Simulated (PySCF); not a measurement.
PySCF 2.14 output of an unrestricted BLYP calculation on a single atom or ion in ANO-RCC-VTZP (8s7p5d3f2g1h, 104 functions), with the spin-free X2C one-electron Hamiltonian (Gaussian nucleus):

```
SCF conv_tol = 1e-09
number electrons alpha = 35  beta = 30
    A. D. Becke.,  Phys. Rev. A 38, 3098 (1988)
    C. Lee, W. Yang, and R. G. Parr.,  Phys. Rev. B 37, 785 (1988)
    B. Miehlich, A. Savin, H. Stoll, and H. Preuss.,  Chem. Phys. Lett. 157, 200 (1989)
cycle= 1 E= -12615.5083019862  delta_E= -0.0137  |g|= 0.507  |ddm|= 0.275
cycle= 2 E= -12615.4399655798  delta_E= 0.0683  |g|= 0.988  |ddm|= 0.272
cycle= 3 E= -12615.5337266234  delta_E= -0.0938  |g|= 0.0152  |ddm|= 0.174
cycle= 4 E= -12615.5342798209  delta_E= -0.000553  |g|= 0.0139  |ddm|= 0.368
cycle= 5 E= -12615.5340905281  delta_E= 0.000189  |g|= 0.0148  |ddm|= 0.603
cycle= 6 E= -12615.5344961868  delta_E= -0.000406  |g|= 0.0317  |ddm|= 0.269
cycle= 7 E= -12615.5338464927  delta_E= 0.00065  |g|= 0.0066  |ddm|= 0.417
cycle= 8 E= -12615.533752737  delta_E= 9.38e-05  |g|= 0.00145  |ddm|= 0.167
cycle= 9 E= -12615.5337509104  delta_E= 1.83e-06  |g|= 0.000386  |ddm|= 0.0265
cycle= 10 E= -12615.5337507934  delta_E= 1.17e-07  |g|= 0.000416  |ddm|= 0.00285
cycle= 11 E= -12615.5337510058  delta_E= -2.12e-07  |g|= 0.000305  |ddm|= 0.0041
cycle= 12 E= -12615.5337509587  delta_E= 4.71e-08  |g|= 0.000212  |ddm|= 0.000927
cycle= 13 E= -12615.5337508309  delta_E= 1.28e-07  |g|= 4.97e-05  |ddm|= 0.00403
cycle= 14 E= -12615.5337508246  delta_E= 6.28e-09  |g|= 4.52e-06  |ddm|= 0.00125
cycle= 15 E= -12615.5337508245  delta_E= 8.19e-11  |g|= 1.44e-07  |ddm|= 0.000114
converged SCF energy = -12615.5337508245  <S^2> = 8.7515352  2S+1 = 6.0005117
```

The run itself started from symmetry-adapted Hartree-Fock orbitals and held the occupation by maximum overlap, on a logarithmic radial grid, so the iterations belong to that start.

Question: Which element, charge and spin multiplicity is this?

Answer: Ho²⁺ (holmium, charge +2), multiplicity 6; the state was [Xe] 4f10 6s1, one real determinant (an excited configuration).

⟨L²⟩ = 34.01 against 42 for a pure I term, so this real determinant mixes terms. Spin-orbit coupling, absent here, splits the open shell strongly.
